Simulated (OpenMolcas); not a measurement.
# S: effect of the basis set

| Property | Result |
| --- | --- |
| Program | OpenMolcas |
| Method | XMS-CASPT2, IPEA 0.25 Eh, imaginary shift 0.1 Eh (closed shells correlated: 2s 2p) |
| Active space | 6 electrons in 4 orbitals (3s 3p) |
| State averaging | 2S+1 = 3 even, 3 roots; 2S+1 = 1 even, 6 roots; 2S+1 = 3 odd, 3 roots (0 in the spin-orbit step) |
| Spin-orbit coupling | RASSI with atomic mean-field integrals over the reference wave functions, term energies averaged over their components |

A. ANO-RCC-VDZP [4s3p1d], DKH2, point nucleus; CASPT2 step of the order of 0.6 core-seconds
B. ANO-RCC-VTZP [5s4p2d1f], DKH2, point nucleus; CASPT2 step roughly 1.1 core-seconds
C. ANO-L-VTZP [5s4p2d1f], non-relativistic, point nucleus; CASPT2 step about 0.8 core-seconds

Energies in cm⁻¹ above 3s² 3p⁴ ³P₂, the measured ground level; measured values from NIST Handbook of Basic Atomic Spectroscopic Data.

| Level | A | B | C | Measured |
| --- | --- | --- | --- | --- |
| 3s² 3p⁴ ³P₂ | 0.0 | 0.0 | 0.0 | 0.0 |
| 3s² 3p⁴ ³P₁ | 372 | 368 | 367 | 396 |
| 3s² 3p⁴ ³P₀ | 543 | 538 | 537 | 574 |
| 3s² 3p⁴ ¹D₂ | 10620 | 9850 | 9660 | 9239 |
| 3s² 3p⁴ ¹S₀ | 23270 | 23350 | 23130 | 22180 |

Deviations, from unrounded energies. A percentage is the sum of absolute deviations over the sum of measured energies, with the sign that they share, or ± where signs differ.

```json
{"Against measurement": "mean absolute deviation (cm-1)", "Levels": "4", "A": "630", "B": "460", "C": "360"}
{"Against measurement": "fine structure of the ground term (%)", "Levels": "2", "A": "-5.7", "B": "-6.5", "C": "-6.8"}
{"Against measurement": "other terms of the ground configuration (%)", "Levels": "2", "A": "+7.9", "B": "+5.7", "C": "+4.4"}
```

C lies closest to measurement on these levels and A furthest from it. The largest miss of C in the table is 3s² 3p⁴ ¹S₀, by +950 cm-1. The ranking rests on the paired levels alone, and a cruder setting can come out closer through cancelling errors.

The two smallest mean deviations differ by little beside CASPT2's spread within terms, so their order carries little weight.

Among A to C the level of the table that moves most is 3s² 3p⁴ ¹D₂, by 960 cm-1 (lowest in C, highest in A). Moves below CASPT2's spread within the term are not significant.

Term energies are means over components that CASPT2 splits; among the terms shown or strongly mixed into the levels shown the widest spread is 580 cm-1 (3s² 3p⁴ ¹D, B). No level of 3s 3p⁵ was computed, though it lies in the active space. Measured partners are found by configuration, term and J. A level has none where our copy of the source lacks it or the pairing is in doubt (some pairs that miss far off the trend of their configuration count as doubtful), and it then counts in no deviation. Levels of configurations outside the active space are missing.
